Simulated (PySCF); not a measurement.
Precursor series Ta F-OH. All species are isolated molecules in the gas phase. One relaxed conformer stands for each flexible species; it need not be the lowest. In the def2 sets, heavy atoms carry core potentials. All members: neutral, multiplicity 1. Level: B3LYP-D3(BJ)/def2-TZVP // r2SCAN-D4/def2-SVP (PySCF), beside PBE-D3(BJ)/def2-TZVP // r2SCAN-D4/def2-SVP (PySCF) at the same geometries. B3LYP has the VWN-RPA correlation part, as in Gaussian.  Orbital energies are measured against the vacuum level.

```tsv
species	HOMO, PBE (eV)	HOMO, B3LYP-D3(BJ) (eV)
[Ta(F)4(OH)]	-8.82	-10.36
[Ta(F)3(OH)2]	-8.43	-9.94
[Ta(F)2(OH)3]	-7.85	-9.35
[Ta(F)(OH)4]	-7.52	withheld
[Ta(OH)5]	-6.89	-8.30
```

Task: Fit y = a + b·x, y being the HOMO at the first level, to the 4 complete rows by least squares, with x = the PBE value in eV. Give a, b and the rms residual, and predict the withheld value.

Result: Means of the 4 rows: x̄ = -7.9975, ȳ = -9.4875 eV. Σ(x − x̄)² = 2.1119 and Σ(x − x̄)(y − ȳ) = 2.2488, so b = 1.065 and a = ȳ − b·x̄ = -0.970 eV. The rms residual is 0.011 eV. At x = -7.52 the line gives -8.98 eV. The run for [Ta(F)(OH)4] gave -9.01 eV, so the line is off by 0.03 eV, more than twice the rms residual.

Codes: PySCF.
